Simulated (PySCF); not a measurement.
SbMe2(OMe), C3H9OSb.
Bonds: Sb1–C2, Sb1–C6, Sb1–O10, O10–C11. Hydrogens: H3, H4, H5 on C2; H7, H8, H9 on C6; H12, H13, H14 on C11.

Method: PySCF 2.14.0, PBE0-D3(BJ)/def2-SVP geometry optimisation, gas phase, def2 core potentials past Kr; density fitting, grid level 1; the optimiser is geomeTRIC in internal coordinates, started from a GFN2-xTB structure with every atom displaced at random (about 0.03 Å).

Step 0: E = -11831.9833 eV
```
atom  x, y, z in Å  |  force x, y, z in eV/Å
Sb1     0.3821    0.4014    0.9781   -1.034   1.069  -0.236
C2      2.0161    0.3559   -0.3617    1.441  -1.330  -0.120
H3      1.6154    0.0081   -1.3410    0.324  -0.036   0.436
H4      2.8730   -0.3134    0.0231   -1.315   0.630  -0.646
H5      2.4697    1.3322   -0.4915    0.045   0.655  -0.061
C6     -0.6965    1.9178   -0.3319    3.192  -0.122   2.472
H7     -0.0749    2.8111   -0.3799    0.152   0.312  -0.062
H8     -1.6289    2.1470    0.0383   -2.571   0.602   1.159
H9     -0.7710    1.4678   -1.2489   -0.156  -1.426  -2.816
O10    -0.5337   -1.0794    0.0144   -0.173  -0.237  -0.190
C11    -1.2591   -2.0767    0.6818   -0.096   0.362  -0.866
H12    -0.5777   -2.6381    1.3563   -0.542  -0.322  -0.045
H13    -1.7038   -2.7155   -0.1373    0.451   0.063   0.858
H14    -2.1300   -1.6621    1.2435    0.281  -0.220   0.117
```

Step 1: E = -11832.3960 eV
```
atom  x, y, z in Å  |  force x, y, z in eV/Å
Sb1     0.3284    0.4553    0.9356    0.312  -0.401   0.160
C2      2.0444    0.3862   -0.3911    0.083   0.119   0.106
H3      1.6916    0.0100   -1.3607   -0.032  -0.039  -0.026
H4      2.8294   -0.2737   -0.0019   -0.027  -0.141   0.040
H5      2.4909    1.3854   -0.5216   -0.139   0.016   0.017
C6     -0.6566    1.8894   -0.2922   -0.008   0.090  -0.022
H7     -0.0375    2.7971   -0.3359   -0.103   0.065  -0.099
H8     -1.6517    2.1206    0.1107   -0.014   0.049  -0.118
H9     -0.7230    1.4056   -1.2762   -0.134   0.159  -0.069
O10    -0.5542   -1.0810   -0.0225   -0.122  -0.236   0.128
C11    -1.2770   -2.0663    0.6681    0.038   0.458  -0.209
H12    -0.6651   -2.6440    1.3840    0.047  -0.063   0.048
H13    -1.6910   -2.7689   -0.0729    0.074  -0.088  -0.042
H14    -2.1480   -1.6595    1.2198    0.026   0.012   0.085
```

Question: Estimate the geometry and energy of step 2. (The exact step hangs on the optimiser's Hessian estimate; all steps are aligned on step 1, rigid shifts and turns removed.)

Answer: E = -11832.4191 eV, largest force 0.294 eV/Å
```
atom  x, y, z in Å  |  force x, y, z in eV/Å
Sb1     0.3367    0.4334    0.9314   -0.139   0.182  -0.160
C2      2.0513    0.3535   -0.3781    0.026   0.131  -0.013
H3      1.6970   -0.0166   -1.3501   -0.016  -0.005  -0.024
H4      2.8177   -0.3258    0.0136    0.025  -0.077   0.050
H5      2.4945    1.3554   -0.4972   -0.055  -0.041   0.001
C6     -0.6748    1.9259   -0.3016    0.111  -0.246   0.115
H7     -0.0683    2.8425   -0.3500   -0.022   0.011  -0.016
H8     -1.6708    2.1624    0.1052    0.094  -0.036  -0.044
H9     -0.7706    1.4783   -1.3047   -0.032   0.083   0.094
O10    -0.5488   -1.0908   -0.0344   -0.035  -0.078   0.010
C11    -1.2592   -2.0681    0.6647    0.025   0.152  -0.037
H12    -0.6353   -2.6445    1.3748    0.027  -0.031   0.037
H13    -1.6688   -2.7842   -0.0660   -0.005  -0.048  -0.034
H14    -2.1200   -1.6653    1.2355   -0.006   0.003   0.021
```

The energy changes by -0.0231 eV. The first-order estimate −F·Δx gives -0.0575 eV and the mean of the old and new forces, exact on a quadratic surface, -0.0235 eV. The step makes an angle of 67° with the force vector and moves no atom by more than 0.091 Å.

The cost below is that of the whole optimisation. Hardware: one thread, Arm Neoverse V1 (aarch64), on a shared host. Cost: 49 s, 0.47 GiB resident at most.
